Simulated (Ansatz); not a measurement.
Q: Name a neutral molecule of C, Ge and H with size of the dipole moment (B3LYP/def2-TZVPP) between 0.95 and 1.25 D and LUMO energy (PBE/def2-TZVPP) between -1.25 and -0.95 eV (Ansatz, PBE0-D4/def2-TZVP geometry).

A: `C=[C]1[CH2][GeH]1[CH3]` (1.08 D, -1.14 eV). Other molecules can fit too; these were computed, each in one conformer that needn't be the lowest.

B3LYP here is the variant with VWN-RPA as its local correlation; programs differ in this.
